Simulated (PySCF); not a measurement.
PySCF job for C2H9FOSi2, SMILES C[C@H]([SiH3])[Si@@H](F)O, PBE-D3(BJ)/def2-SVP. The structure is a stationary point at PBE-D3(BJ)/def2-SVP. The structure was generated by enumeration; whether it is a known compound was not checked. Other conformers were not sampled.

```python
import numpy as np
from pyscf import gto, scf, dft, df
from pyscf.hessian import thermo

mol = gto.M(
    atom='''
    C    -0.60811028    1.90294866   -0.87634267
    C    -0.50097672    0.38148968   -0.62813784
    Si   -2.05916188   -0.34345165    0.19355978
    Si    1.03645292   -0.03859068    0.34704924
    O     2.31717744   -0.06928138   -0.72474386
    F     0.85786907   -1.52538287    1.03077532
    H    -1.49660746    2.15584688   -1.49081744
    H     0.28437287    2.29455813   -1.40745238
    H    -0.69894172    2.46688596    0.07576892
    H    -0.38850886   -0.15452288   -1.59848266
    H    -2.12735793    0.07440778    1.63920500
    H    -3.27992305    0.19730310   -0.50615364
    H    -2.07258634   -1.84276205    0.11321328
    H     1.29201695    0.90486593    1.48680418
    H     3.20174175   -0.17192314   -0.33275524
    ''',
    basis='def2-SVP',
    charge=0,
    spin=0,
    max_memory=1600,
    verbose=3,
)
mf = dft.RKS(mol, xc='pbe').density_fit(auxbasis='def2-universal-jkfit')
mf.disp = 'd3bj'
mf.grids.level = 3
mf.conv_tol = 1e-11
mf.max_cycle = 100
mf.kernel()

# [left out here: the lines that compute and print the analytic Hessian (its translational invariance restored by hand, since the grid's response is missing), thermochemistry and intensities]
```

Log of the run:

```
converged SCF energy = -834.824761695503

WARN: DFTD3 does not support analytical Hessian, using finite difference


WARN: Mole.unit (angstrom) is changed to Bohr

Mode                                 0                   1                   2
Irrep
Freq [cm^-1]                       25.1788             98.8866            147.4881
Reduced mass [au]                   4.6062              3.6157              1.2403
Force const [Dyne/A]                0.0017              0.0208              0.0159
Char temp [K]                      36.2267            142.2757            212.2025
Normal mode                   x     y     z       x     y     z       x     y     z
       0   C                 0.03 -0.06 -0.09   -0.04  0.02 -0.05   -0.07  0.02  0.01
       1   C                -0.01 -0.04 -0.00    0.01  0.02 -0.04    0.01  0.02  0.01
       2  Si                -0.03  0.05  0.04    0.07 -0.03  0.05    0.02  0.01  0.01
       3  Si                -0.02 -0.02  0.02   -0.01  0.01 -0.02    0.02  0.00 -0.00
       4   O                 0.02  0.11  0.05    0.05 -0.02  0.06    0.03 -0.02  0.02
       5   F                 0.04 -0.07 -0.08   -0.11  0.01 -0.05   -0.04 -0.01 -0.05
       6   H                 0.04 -0.06 -0.10   -0.07 -0.01 -0.02   -0.10 -0.03  0.05
       7   H                 0.05 -0.11 -0.11   -0.07  0.04 -0.09   -0.11  0.06 -0.03
       8   H                 0.05  0.00 -0.12   -0.02  0.02 -0.05   -0.05  0.01  0.01
       9   H                -0.02 -0.10  0.03   -0.01  0.01 -0.04    0.01  0.02  0.01
      10   H                 0.00  0.12  0.02    0.25 -0.18  0.10   -0.21  0.43 -0.12
      11   H                -0.01  0.05  0.03    0.01  0.09  0.25    0.03 -0.38 -0.31
      12   H                -0.07  0.04  0.12    0.03 -0.02 -0.12    0.24 -0.02  0.46
      13   H                -0.10 -0.08  0.08   -0.05 -0.01  0.01    0.04 -0.03  0.02
      14   H                 0.01  0.16  0.07    0.02 -0.03  0.12    0.02 -0.06  0.04
[...]
Char temp [K]                    1480.2713           1575.1912           1750.5323
Normal mode                   x     y     z       x     y     z       x     y     z
       0   C                -0.00 -0.15 -0.03    0.10 -0.01 -0.00    0.00 -0.00 -0.09
       1   C                 0.01  0.21 -0.01   -0.17  0.01 -0.01    0.01 -0.08  0.09
       2  Si                -0.01 -0.01  0.00    0.01  0.00  0.00    0.00  0.00  0.00
       3  Si                 0.01 -0.01  0.01    0.03 -0.01  0.00   -0.01  0.01  0.00
       4   O                -0.00  0.00 -0.00   -0.01 -0.00  0.01    0.00 -0.00 -0.00
       5   F                 0.00  0.00 -0.00   -0.00  0.00 -0.00    0.00 -0.00 -0.00
       6   H                -0.01  0.04  0.07   -0.10 -0.33  0.14   -0.08  0.19  0.11
       7   H                 0.05 -0.07  0.11   -0.13  0.33 -0.12    0.05  0.18  0.13
       8   H                 0.05 -0.34  0.09   -0.20 -0.07  0.00    0.03 -0.23  0.05
       9   H                -0.08  0.14  0.01    0.40  0.11 -0.01   -0.06  0.65 -0.31
      10   H                 0.05  0.02  0.00   -0.05 -0.04  0.01   -0.04 -0.01 -0.00
      11   H                 0.01 -0.01 -0.03    0.05  0.02 -0.07   -0.01 -0.02  0.02
      12   H                -0.09 -0.01  0.03   -0.04  0.01  0.01    0.01  0.01 -0.02
      13   H                -0.04  0.06 -0.04   -0.08  0.01  0.02    0.04 -0.01 -0.00
      14   H                -0.01  0.01  0.02   -0.01 -0.00  0.02    0.01 -0.00 -0.01
Mode                                27                  28                  29
Irrep
Freq [cm^-1]                     1344.4482           1421.2880           1429.0279
Reduced mass [au]                   1.1915              1.0423              1.0365
Force const [Dyne/A]                1.2689              1.2405              1.2471
Char temp [K]                    1934.3616           2044.9170           2056.0530
Normal mode                   x     y     z       x     y     z       x     y     z
       0   C                -0.01  0.12 -0.02   -0.05 -0.00  0.00   -0.01 -0.01 -0.04
       1   C                 0.00 -0.00  0.00   -0.02 -0.00  0.00   -0.00  0.00 -0.02
       2  Si                -0.00  0.00  0.00    0.00 -0.00 -0.00   -0.00 -0.00 -0.00
       3  Si                 0.00  0.00  0.00    0.00  0.00  0.00    0.00  0.00 -0.00
       4   O                -0.00 -0.00  0.00    0.00 -0.00 -0.00   -0.00 -0.00  0.00
       5   F                -0.00 -0.00 -0.00   -0.00 -0.00 -0.00   -0.00 -0.00  0.00
       6   H                -0.15 -0.49 -0.04    0.14 -0.34 -0.38   -0.36 -0.20  0.42
       7   H                 0.23 -0.47 -0.02   -0.05  0.37  0.23    0.35 -0.03  0.56
       8   H                 0.02 -0.45  0.30    0.69 -0.00  0.07    0.09  0.34 -0.22
       9   H                 0.00  0.02 -0.02    0.01  0.01 -0.00    0.01 -0.08  0.02
      10   H                 0.01 -0.00  0.01   -0.00  0.00 -0.00    0.00 -0.00 -0.00
      11   H                -0.00  0.00 -0.01    0.00  0.01 -0.00   -0.01  0.00 -0.00
      12   H                 0.02  0.00 -0.01   -0.01 -0.00  0.01    0.01 -0.00  0.01
      13   H                -0.01  0.01  0.01    0.00  0.00  0.01   -0.00 -0.00  0.00
      14   H                -0.00 -0.00  0.01    0.00  0.00 -0.00   -0.00 -0.00  0.00
Mode                                30                  31                  32
Irrep
Freq [cm^-1]                     2150.4599           2159.3185           2175.8777
Reduced mass [au]                   1.0307              1.0450              1.0410
Force const [Dyne/A]                2.8083              2.8708              2.9038
Char temp [K]                    3094.0330           3106.7786           3130.6035
Normal mode                   x     y     z       x     y     z       x     y     z
       0   C                -0.00 -0.00 -0.00    0.00 -0.00 -0.00   -0.00  0.00 -0.00
       1   C                 0.00 -0.00  0.00   -0.00 -0.00 -0.00   -0.00  0.00 -0.00
       2  Si                 0.03 -0.01  0.01   -0.01 -0.00 -0.03   -0.00 -0.00  0.00
       3  Si                -0.00  0.00  0.00    0.00  0.00  0.00    0.01  0.02  0.03
       4   O                 0.00  0.00  0.00    0.00 -0.00  0.00    0.00  0.00  0.00
       5   F                 0.00 -0.00  0.00   -0.00 -0.00  0.00    0.00  0.00  0.00
       6   H                 0.00  0.00 -0.00   -0.00 -0.00  0.00   -0.00 -0.01 -0.00
       7   H                -0.00  0.00 -0.00    0.00  0.00  0.00    0.00 -0.00  0.00
       8   H                 0.00  0.00 -0.00    0.00  0.00 -0.00    0.00 -0.00  0.01
       9   H                 0.00  0.00 -0.00    0.01  0.00 -0.01    0.00 -0.00  0.00
      10   H                -0.00  0.08  0.29   -0.04  0.25  0.87    0.01 -0.05 -0.16
      11   H                -0.74  0.33 -0.43    0.26 -0.12  0.14    0.04 -0.01  0.02
      12   H                 0.01 -0.13 -0.01   -0.00 -0.10 -0.02    0.00  0.09  0.00
      13   H                -0.02 -0.07 -0.08   -0.02 -0.09 -0.11   -0.17 -0.60 -0.73
      14   H                 0.00 -0.00 -0.00    0.00  0.00 -0.00   -0.00  0.00  0.00
Mode                                33                  34                  35
Irrep
Freq [cm^-1]                     2186.3552           2959.9070           2976.6674
Reduced mass [au]                   1.0455              1.0359              1.0822
Force const [Dyne/A]                2.9446              5.3474              5.6498
Char temp [K]                    3145.6783           4258.6471           4282.7616
Normal mode                   x     y     z       x     y     z       x     y     z
       0   C                -0.00  0.00  0.00    0.00 -0.05  0.01   -0.00  0.00  0.01
       1   C                 0.00 -0.00 -0.00   -0.00  0.00  0.00    0.01 -0.04 -0.07
       2  Si                 0.00 -0.04 -0.01    0.00 -0.00 -0.00   -0.00 -0.00 -0.00
       3  Si                -0.00 -0.00 -0.00   -0.00 -0.00 -0.00    0.00 -0.00 -0.00
       4   O                -0.00  0.00 -0.00    0.00  0.00  0.00    0.00  0.00  0.00
       5   F                 0.00  0.00 -0.00    0.00 -0.00  0.00   -0.00  0.00 -0.00
       6   H                 0.00  0.00 -0.00   -0.44  0.11 -0.30   -0.04  0.01 -0.03
       7   H                -0.00 -0.00  0.00    0.47  0.19 -0.28    0.04  0.02 -0.02
       8   H                 0.00  0.00 -0.00   -0.05  0.28  0.50    0.00 -0.03 -0.05
       9   H                 0.00 -0.00 -0.00    0.00 -0.01 -0.02   -0.09  0.45  0.84
      10   H                -0.01  0.03  0.14   -0.00  0.00  0.00   -0.00  0.00  0.00
      11   H                -0.07  0.02 -0.05   -0.00  0.00  0.00    0.00  0.00  0.00
      12   H                 0.01  0.96  0.05   -0.00  0.00  0.00    0.00  0.00  0.00
      13   H                 0.01  0.04  0.04    0.00  0.00  0.00    0.00  0.00  0.00
      14   H                -0.00 -0.00  0.00   -0.00 -0.00 -0.00   -0.00  0.00  0.00
Mode                                36                  37                  38
Irrep
Freq [cm^-1]                     3045.0606           3046.5503           3765.2686
Reduced mass [au]                   1.1035              1.1033              1.0667
Force const [Dyne/A]                6.0287              6.0333              8.9105
Char temp [K]                    4381.1642           4383.3076           5417.3832
Normal mode                   x     y     z       x     y     z       x     y     z
       0   C                 0.07 -0.00 -0.06   -0.06 -0.01 -0.07    0.00  0.00 -0.00
       1   C                 0.00 -0.00 -0.00    0.00 -0.00 -0.00   -0.00  0.00 -0.00
       2  Si                -0.00 -0.00  0.00   -0.00 -0.00 -0.00    0.00 -0.00  0.00
       3  Si                 0.00  0.00 -0.00    0.00 -0.00 -0.00    0.00 -0.00  0.00
       4   O                -0.00 -0.00  0.00    0.00  0.00  0.00    0.06 -0.01  0.02
       5   F                -0.00  0.00  0.00    0.00  0.00  0.00   -0.00 -0.00  0.00
       6   H                -0.18  0.05 -0.14    0.61 -0.16  0.41   -0.00  0.00 -0.00
       7   H                -0.61 -0.26  0.36    0.12  0.05 -0.09   -0.00 -0.00  0.00
       8   H                -0.03  0.27  0.46   -0.06  0.28  0.47    0.00 -0.00  0.00
       9   H                -0.01  0.03  0.05   -0.01  0.03  0.06   -0.00 -0.00 -0.00
      10   H                -0.00  0.00  0.00   -0.00 -0.00  0.00   -0.00  0.00 -0.00
      11   H                -0.00  0.00  0.00    0.00  0.00 -0.00   -0.00  0.00 -0.00
      12   H                -0.00  0.00  0.00    0.00 -0.00  0.00   -0.00  0.00 -0.00
      13   H                 0.00  0.00  0.00    0.00  0.00  0.00   -0.00  0.00  0.00
      14   H                 0.00  0.00  0.00   -0.00 -0.00 -0.00   -0.89  0.10 -0.37
temperature 298.1500 [K]
pressure 101325.00 [Pa]
Rotational constants [GHz] 3.00506 1.60242 1.14225
Symmetry number 1
Zero-point energy (ZPE) 0.10346 [Eh]   271625.503 [J/mol]
                           tot       elec      trans        rot        vib
Entropy [J/mol/K]       405.521      0.000    168.889    119.075    117.557
Cv [J/mol/K]            143.826      0.000     12.472     12.472    118.883
Cp [J/mol/K]            152.141      0.000     20.786     12.472    118.883
Internal energy [J/mol]                      3718.434   3718.434 289872.666
Internal energy [Eh]   -834.71152  -834.82476
Enthalpy [J/mol]                             6197.391   3718.434 289872.666
Enthalpy [Eh]          -834.71058
Gibbs free energy [J/mol]                  -44156.907 -31783.749 254823.025
Gibbs free energy [Eh] -834.75663
mode   freq/cm-1   IR/(km/mol)
   1       25.18         0.294
   2       98.89         0.238
   3      147.49         0.248
   4      187.92         5.457
   5      192.91         0.660
   6      210.35         2.467
   7      239.97        35.841
   8      272.14        11.053
   9      316.32        70.792
  10      369.15        24.394
  11      520.93         1.943
  12      612.17        13.054
  13      662.88        51.305
  14      735.52       197.404
  15      761.83        32.556
  16      795.46        69.757
  17      819.68        11.827
  18      864.52       125.372
  19      901.92       223.700
  20      908.72        49.251
  21      916.01        48.539
  22      924.44       106.733
  23      947.77        14.129
  24      979.52        66.349
  25     1028.84        33.511
  26     1094.81        41.391
  27     1216.68         6.637
  28     1344.45         0.867
  29     1421.29         6.269
  30     1429.03         8.976
  31     2150.46        98.466
  32     2159.32        66.572
  33     2175.88       137.643
  34     2186.36        97.000
  35     2959.91        26.948
  36     2976.67         1.945
  37     3045.06        11.364
  38     3046.55        12.026
  39     3765.27        82.202
max |gradient| / (hartree/bohr): 0.00011304165048728652
APT charges: [ 6.4500e-02 -5.5530e-01  9.7270e-01  1.6635e+00 -8.1160e-01 -6.1610e-01
 -8.5000e-03 -9.1000e-03  3.9000e-03  3.0000e-04 -2.3100e-01 -2.4800e-01
 -2.2840e-01 -2.8490e-01  2.8810e-01]
```

The run converged.
